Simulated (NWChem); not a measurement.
System: BPH₄O₂; SMILES B(O)(O)P

```xyz
8

B     -0.0012     0.4993     0.0000
O     -0.0194     1.1318    -1.2058
H     -0.0559     2.0937    -1.1663
O     -0.0194     1.1318     1.2058
H     -0.0559     2.0937     1.1663
P     -0.0851    -1.4356     0.0000
H      0.8530    -1.6294     1.0548
H      0.8530    -1.6294    -1.0548
```
Atoms are numbered in this order, from 1.

Program: NWChem. All runs use the structure optimised with PBE0/def2-SVP.

**Question.** Estimate the computed values for Hartree-Fock/def2-SVPD. Quantities: highest occupied level (eV); orbital gap (eV); dipole (D).

**Answer.** 
```yaml
highest occupied level (eV): -9.80
orbital gap (eV): 11.12
dipole (D): 3.51
```
